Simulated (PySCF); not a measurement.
# A computed series [MH3(NH3)]−

Computed with PySCF 2.14.0, PBE0, def2-SVP on the ligands, density fitting, scalar-relativistic core potentials, no spin-orbit coupling, vacuum. Each member is relaxed from one template within its symmetry. Distances are means of the shortest metal–ligand contacts, charges and spins Mulliken's; removal energies are rigid, with the ligand's formal charge and no counterpoise, so too large; for an anion taken off a cation in vacuum most of it is the attraction of opposite charges, and multiply charged cations can part far more cheaply with an electron moved from ligand to metal. lcecp potentials hold a fixed number of 4f electrons in the core, out of states, spins and gaps.

| metal | basis on the metal | point group | M–H (Å) | M–NH3 (Å) | charge on M (e) | removal of one H (eV) | strongest infrared band, degenerate modes summed (cm⁻¹) | unstable modes (below −25 cm⁻¹) |
| --- | --- | --- | --- | --- | --- | --- | --- | --- |
| La | lcecp-0-SVP with ECP47 | C1, nearly Cs | 2.470 | 2.708 | -0.04 | 3.51 | 889 | 0 |
| Nd | lcecp-0-SVP with ECP50 | Cs | 2.411 | 2.643 | -0.06 | 3.50 | 915 | 0 |
| Eu | lcecp-0-SVP with ECP53 | nearly Cs | 2.367 | 2.618 | -0.12 | 3.59 | – | not given |
| Yb | lcecp-0-SVP with ECP60 | Cs | 2.282 | 2.546 | -0.13 | 3.89 | 497 | 0 |
| Hg | def2-SVP with ECP60 | C3v | 1.783 | 2.868 | -0.27 | 3.47 | – | 2 |

**Question.** A further member has point group C1, M–H (Å) 2.327, M–NH3 (Å) 2.580, charge on M (e) -0.13, removal of one H (eV) 3.60, strongest infrared band, degenerate modes summed (cm⁻¹) 954, unstable modes (below −25 cm⁻¹) 0. Which metal is it?

**Answer.** Dy, lcecp-0-SVP with ECP56. This is one of several that fit.

From La to Yb the M–H distance shrinks by 0.19 Å, the lanthanide contraction.

Members with unstable modes aren't minima as they stand: saddle points kept by symmetry or, where the modes are soft, flat surfaces and noise. Moved off a saddle point of the template and relaxed again: La, Nd, Eu, Dy, Yb. One start shape was tried for each, so a minimum needn't be the lowest isomer. Oxidation states forced by the potential, rare, strongly oxidising or of another configuration in reality: [LaH3(NH3)]−, [NdH3(NH3)]−, [DyH3(NH3)]−.
